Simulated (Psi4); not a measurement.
trans-butane (C4H10), singlet, at a GFN2-xTB geometry, with bond 6-4 at 1.6 times its length; CAM-B3LYP/STO-3G run with Psi4 1.11.

Input for Psi4:
```
memory 2 GB

molecule {
0 1
C     0.69972710    1.81214548   -0.01176203
C     0.70675440    0.28853896    0.00289920
C    -0.70675440   -0.28853896   -0.00289920
C    -0.69972710   -1.81214548    0.01176203
H     1.71545059    2.20096356   -0.00734751
H    -2.32488468   -2.43425441    0.00469880
H     0.18011936    2.19963272    0.86211672
H     0.19425279    2.18273075   -0.90112412
H    -0.19425279   -2.18273075    0.90112412
H    -0.18011936   -2.19963272   -0.86211672
H     1.24912394   -0.08031491   -0.87090544
H     1.23499164   -0.06341428    0.89219486
H    -1.23499164    0.06341428   -0.89219486
H    -1.24912394    0.08031491    0.87090544
}

set {
  basis sto-3g
  guess huckel
}

energy('cam-b3lyp')
print_variables()
```

Problem. Predict the main parts of the log of this Psi4 run.

Solution. 
```
   => Loading Basis Set <=

    Name: STO-3G
    Role: ORBITAL
    Keyword: BASIS

         ---------------------------------------------------------
                                   SCF
               by Justin Turney, Rob Parrish, Andy Simmonett
                          and Daniel G. A. Smith
                              RKS Reference
         ---------------------------------------------------------

  ==> Geometry <==

    Molecular point group: c1
    Full point group: C1

    Geometry (in Angstrom), charge = 0, multiplicity = 1:

       Center              X                  Y                   Z               Mass
    ------------   -----------------  -----------------  -----------------  -----------------
         C            0.710302537931     1.816193748622    -0.011716067248    12.000000000000
         C            0.717329837931     0.292587228622     0.002945162752    12.000000000000
         C           -0.696178962069    -0.284490691378    -0.002853237248    12.000000000000
         C           -0.689151662069    -1.808097211378     0.011807992752    12.000000000000
         H            1.726026027931     2.205011828622    -0.007301547248     1.007825032230
         H           -2.314309242069    -2.430206141378     0.004744762752     1.007825032230
         H            0.190694797931     2.203680988622     0.862162682752     1.007825032230
         H            0.204828227931     2.186779018622    -0.901078157248     1.007825032230
         H           -0.183677352069    -2.178682481378     0.901170082752     1.007825032230
         H           -0.169543922069    -2.195584451378    -0.862070757248     1.007825032230
         H            1.259699377931    -0.076266641378    -0.870859477248     1.007825032230
         H            1.245567077931    -0.059366011378     0.892240822752     1.007825032230
         H           -1.224416202069     0.067462548622    -0.892148897248     1.007825032230
         H           -1.238548502069     0.084363178622     0.870951402752     1.007825032230

  Running in c1 symmetry.

  Rotational constants: A =      0.75373  B =      0.12065  C =      0.11272 [cm^-1]
  Rotational constants: A =  22596.14632  B =   3617.07035  C =   3379.28824 [MHz]
  Nuclear repulsion =  129.395788946162497

  Charge       = 0
  Multiplicity = 1
  Electrons    = 34
  Nalpha       = 17
  Nbeta        = 17

  ==> Algorithm <==

  SCF Algorithm Type is DF.
  DIIS enabled.
  MOM disabled.
  Fractional occupation disabled.
[...]
   @DF-RKS iter   7:  -156.34029323815361   -3.13615e-03   6.85920e-04 ADIIS/DIIS
   @DF-RKS iter   8:  -156.34054991563096   -2.56677e-04   1.72948e-04 ADIIS/DIIS
   @DF-RKS iter   9:  -156.34056965652400   -1.97409e-05   2.16472e-05 DIIS
   @DF-RKS iter  10:  -156.34057007002650   -4.13503e-07   5.67398e-06 DIIS
   @DF-RKS iter  11:  -156.34057008842620   -1.83997e-08   1.50599e-06 DIIS
   @DF-RKS iter  12:  -156.34057008999298   -1.56678e-09   1.25498e-07 DIIS
  Energy and wave function converged.

  ==> Post-Iterations <==

   Electrons on quadrature grid:
      Ntotal   =   33.9999103065 ; deviation = -8.969e-05

    Orbital Energies [Eh]
    ---------------------

    Doubly Occupied:

[...]
    Virtual:

[...]
      30A      0.629143

    Final Occupation by Irrep:
              A
    DOCC [    17 ]
    NA   [    17 ]
    NB   [    17 ]

  @DF-RKS Final Energy:  -156.34057008999298

   => Energetics <=

    Nuclear Repulsion Energy =            129.3957889461624973
    One-Electron Energy =                -465.7127170019463165
    Two-Electron Energy =                 198.0141225138902712
    DFT Exchange-Correlation Energy =     -18.0377645480994460
    Empirical Dispersion Energy =           0.0000000000000000
    VV10 Nonlocal Energy =                  0.0000000000000000
    Total Energy =                       -156.3405700899929798

Computation Completed

Properties will be evaluated at   0.000000,   0.000000,   0.000000 [a0]

Properties computed using the SCF density matrix

 Multipole Moments:

 ------------------------------------------------------------------------------------
     Multipole            Electronic (a.u.)      Nuclear  (a.u.)        Total (a.u.)
 ------------------------------------------------------------------------------------

 L = 1.  Multiply by 2.5417464519 to convert [e a0] to [Debye]
 Dipole X            :          0.6311752           -0.4721844            0.1589908
 Dipole Y            :          0.2913420           -0.1807518            0.1105902
 Dipole Z            :          0.0022665           -0.0020522            0.0002143
 Magnitude           :                                                    0.1936707

 ------------------------------------------------------------------------------------

  Variable Map:
  ----------------------------------------------------------------------------
[...]
  Array Variable Map:
  ----------------------------------------------------------------------------
[...]
[...]
```
